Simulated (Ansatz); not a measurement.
A structure relaxed at PBE0-D4/def2-TZVP, charge 0, multiplicity 1:

```
atom    x (Å)    y (Å)    z (Å)
  F1  -0.6592  -0.2492   1.2227
  C2  -0.0092   0.1088   0.1097
 Br3   1.5349  -1.0191  -0.1304
 Br4  -1.2085   0.0260  -1.3965
  H5   0.3420   1.1334   0.1945
```

**Question.** Give its formula and SMILES.

**Answer.** CHBr2F, `FC(Br)Br`.

**Question.** Point group (tolerance 0.08 Å, 0.16 Å for H)?

**Answer.** Cs.

**Question.** Summarise the bond lengths by kind.

**Answer.** 1 × C–F 1.338 Å; 2 × Br–C 1.927 Å; 1 × C–H 1.086 Å.

All numbers were calculated with Ansatz.
